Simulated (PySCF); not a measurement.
## Correlation energy of O (oxygen, neutral)

[He] 2s2 2p4, high-spin 3P determinant. Calculation: PySCF 2.14, in x2c-TZVPPall; scalar relativity by spin-free X2C-1e. Frozen: nothing; 8 electrons correlated.

MP2 pair energies summed by pair of shells (mhartree):

| pair | energy | share (%) |
| --- | --- | --- |
| 2p-2p | -66.66 | 41.7 |
| 2s-2p | -64.89 | 40.6 |
| 1s-1s | -12.11 | 7.6 |
| 2s-2s | -10.22 | 6.4 |
| 1s-2p | -3.69 | 2.3 |
| 1s-2s | -2.19 | 1.4 |

Total MP2 correlation energy: -159.76 mhartree.

Same-spin part -36.66 and opposite-spin part -123.10 mhartree; SCS-MP2 scales them by 1/3 and 6/5 to -159.94 mhartree.

This basis was not built for core-valence correlation, so the inner-shell part is incomplete.
